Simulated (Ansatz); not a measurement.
Computed with Ansatz.

CH₆GeOSe (`C[Se][GeH2][OH]`). Charge 0, multiplicity 1. The geometry is a stationary point of PBE0-D4/def2-TZVP. It is one conformer, not always the lowest.

```xyz
10

C    -1.282    0.958   -0.817
Se    0.447    0.331   -1.490
Ge    1.287   -0.359    0.581
O     0.270   -1.659    1.256
H    -1.144    1.831   -0.184
H    -1.781    0.161   -0.270
H    -1.873    1.228   -1.691
H     2.726   -0.848    0.336
H     1.185    0.744    1.641
H     0.165   -2.386    0.637
```

(1) What is the dipole moment at PBE/def2-TZVPP? (An estimate is asked.)

(2) And with r2SCAN, B3LYP, ωB97M-V? (Estimate.)

(3) Give the Mulliken charges with PBE, r2SCAN, ωB97M-V in def2-TZVPP. (Best estimate.)

Answers

(1) The calculation gave: 0.62 D, with components (-0.52, 0.12, -0.32) D in this frame, pointing from negative to positive charge.

(2) The calculation gave: r2SCAN 0.63 D, B3LYP 0.60 D, ωB97M-V 0.52 D.

(3) The calculation gave: 
```json
{"atom": "C1", "PBE": "-0.36", "r2SCAN": "-0.25", "ωB97M-V": "-0.43"}
{"atom": "Se2", "PBE": "-0.18", "r2SCAN": "-0.21", "ωB97M-V": "-0.16"}
{"atom": "Ge3", "PBE": "0.36", "r2SCAN": "0.41", "ωB97M-V": "0.33"}
{"atom": "O4", "PBE": "-0.39", "r2SCAN": "-0.44", "ωB97M-V": "-0.42"}
{"atom": "H5", "PBE": "0.14", "r2SCAN": "0.11", "ωB97M-V": "0.16"}
{"atom": "H6", "PBE": "0.14", "r2SCAN": "0.11", "ωB97M-V": "0.16"}
{"atom": "H7", "PBE": "0.13", "r2SCAN": "0.10", "ωB97M-V": "0.15"}
{"atom": "H8", "PBE": "-0.02", "r2SCAN": "-0.02", "ωB97M-V": "0.02"}
{"atom": "H9", "PBE": "-0.01", "r2SCAN": "0.00", "ωB97M-V": "0.03"}
{"atom": "H10", "PBE": "0.18", "r2SCAN": "0.19", "ωB97M-V": "0.17"}
```

B3LYP here is the variant with VWN-RPA as its local correlation; programs differ in this.
